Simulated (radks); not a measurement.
Dipole-allowed excitations along the series with 48 electrons in [Kr] 4d10 5s2. Method: scalar-relativistic Kohn-Sham, exchange-only LDA, spin-polarised, spherical densities, finite nucleus; Fermi nuclear charge, rms radius of each element as measured or else 0.836 A^(1/3) + 0.57 fm; computed with a radial shooting solver on a logarithmic mesh with Libxc functionals. Time-dependent linear response with the Hartree and adiabatic exchange-only LDA kernel, continuum included through the Sternheimer equations, no spin-orbit coupling, so fine structure and intercombination lines are absent. Lines are the poles of the dipole polarisability below minus the highest occupied eigenvalue, found on a grid refined at the orbital gaps; the lowest seven at most are given, and weak or close lines can be missed. The first line takes the name of the lowest orbital gap if no other gap lies below it; otherwise a line is named after a gap within 0.6 % of it, if that gap stands alone.

species	-e(HOMO) (eV)	lowest orbital gap (eV)	first line (eV)	f	strongest line (eV)	its f	static alpha (bohr^3)
Ba8+	123.55	5s-5p 18.800	22.223 (5s-5p)	1.55	the first	1.55	3.002
La9+	144.69	5s-5p 20.646	24.292 (5s-5p)	1.54	126.79 (unassigned)	6.33	2.503
Ce10+	167.13	5s-5p 22.536	26.400 (5s-5p)	1.53	136.22 (unassigned)	7.74	2.112
